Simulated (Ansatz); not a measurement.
C$_{2}$H$_{3}$ClFIn, SMILES `C=[CH][In]([F])[Cl]`, relaxed with RKS PBE0-D4/def2-TZVP in the Gaussian-basis code of Ansatz from a GFN2-xTB geometry. The force threshold is 0.005 eV/Å; the program also tests the step.

The species carries charge 0 and has multiplicity 1. In takes the def2 core potential.

Start:

```xyz
8

C    -0.535    1.116    0.903
C    -0.822    0.401   -0.158
In    0.673   -1.121   -0.804
F     2.212   -0.930    0.445
Cl    1.013   -2.800   -2.361
H    -1.211    1.874    1.281
H     0.391    0.979    1.445
H    -1.721    0.480   -0.750
```

| step | energy (eV) | largest force (eV/Å) | largest move (Å) |
| --- | --- | --- | --- |
| 1 | -22530.8222 | 1.587 | 0.000 |
| 2 | -22530.9312 | 0.510 | 0.147 |
| 3 | -22530.9545 | 0.186 | 0.066 |
| 4 (rejected) | -22530.9493 | 0.505 | 0.067 |
| 5 | -22530.9601 | 0.081 | 0.032 |
| 6 | -22530.9648 | 0.134 | 0.084 |
| 7 | -22530.9665 | 0.087 | 0.051 |
| 8 | -22530.9672 | 0.040 | 0.036 |
| 9 | -22530.9673 | 0.010 | 0.011 |
| 10 | -22530.9673 | 0.004 | 0.002 |

End:

```xyz
8

C    -0.557    1.134    0.884
C    -0.746    0.330   -0.156
In    0.729   -1.070   -0.690
F     2.341   -1.111    0.406
Cl    0.858   -2.644   -2.373
H    -1.308    1.865    1.176
H     0.343    1.107    1.492
H    -1.660    0.389   -0.739
```

Run time 33 s (4 threads of a server CPU on a shared host); peak host memory 0.57 GiB.
